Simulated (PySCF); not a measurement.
C₂H₆ClFSi₂, SMILES C=C(F)[Si@@H](Cl)[SiH3]. The structure is a stationary point at PBE-D3(BJ)/def2-SVP. The structure was generated by enumeration; whether it is a known compound was not checked. Other conformers were not sampled.

Q: Give the equilibrium geometry at PBE-D3(BJ)/def2-SVP (PySCF confirms it by a frequency run) as a Z-matrix. (Estimate from the structure and the level; the computed values follow.)

A: Several could match; the one computed here: 
```
Si
H 1 1.5031
C 1 1.8942 2 109.37
C 3 1.3412 1 128.21 2 -116.22
F 3 1.3643 4 120.77 1 178.38
H 4 1.0990 3 119.27 5 179.79
H 4 1.1014 6 119.44 3 -179.87
Cl 1 2.0925 2 108.47 3 -117.72
Si 1 2.3497 2 112.10 3 121.79
H 9 1.5035 1 108.53 2 -178.55
H 9 1.5039 10 109.63 1 120.08
H 9 1.5047 10 109.51 11 120.05
```
Charge 0, spin multiplicity 1.
